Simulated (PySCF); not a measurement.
Input for PySCF: R-B3LYP/6-311+G** on C4H12 (a complex), monomers drawn apart or pushed together.

```python
from pyscf import gto, scf, dft, mp
from pyscf.data.elements import chemcore

mol = gto.M(
    atom='''
    C     0.01762363    0.15924781    0.17468270
    H     0.11246673    0.26709414   -0.90488551
    H    -0.89601535   -0.38639794    0.40612942
    H     0.87463858   -0.38907786    0.56258783
    H    -0.02230556    1.14428219    0.63701222
    C     0.42025473   -1.27554167    3.50969565
    C     0.48959226    0.24344565    3.64149481
    C    -0.88832537    0.89970159    3.63014141
    H     1.41505213   -1.72526938    3.51643864
    H    -0.14977960   -1.71464410    4.33232464
    H    -0.07052305   -1.56511133    2.57763069
    H     1.09348455    0.65193068    2.82639023
    H     1.01045968    0.50548611    4.56728898
    H    -0.81716058    1.98517840    3.72288114
    H    -1.41911227    0.67829787    2.70133689
    H    -1.50335594    0.53406420    4.45629067
    ''',
    basis='6-311+g**',
    charge=0, spin=0, verbose=3, max_memory=1800)
mf = dft.RKS(mol, xc='b3lyp')
mf.conv_tol = 1e-8
mf.max_cycle = 100
mf.kernel()
if not mf.converged:
    mf = mf.newton().run(mf.mo_coeff, mf.mo_occ)
```

Program output:

```
converged SCF energy = -159.712249534341
```

The run converged.

Cost: roughly 11 core-seconds.
